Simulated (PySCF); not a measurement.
Computed IR spectrum (relative IR intensity) of a molecule C2H9FSi2. The structure is a stationary point at PBE0-D3(BJ)/def2-SVP. Other conformers were not sampled. Level of theory: PBE0-D3(BJ)/def2-SVP in PySCF. Frequencies are harmonic and unscaled.

Lines under 2 % of the strongest are left out, and lines within 2 cm⁻¹ are merged.

```
ν (cm⁻¹)  relative intensity
--------  ------------------
634                      8.4
711                       22
789                       12
859                      4.6
906                      100
938                       16
941                      5.2
945                      8.7
956                       33
980                      5.6
1014                      12
1069                     7.5
1133                      11
1479                     2.6
2224                      15
2229                      22
2231                      21
2248                      26
2256                      39
3045                     5.8
3135                     2.8
```

Question: Pick the molecule that these values belong to.
A) C[SiH](C)[SiH2]F
B) C[SiH2][C@H](F)[SiH3]
C) C[C@H]([SiH3])[SiH2]F
D) C[SiH2]C[SiH2]F

Answer: C, C[C@H]([SiH3])[SiH2]F
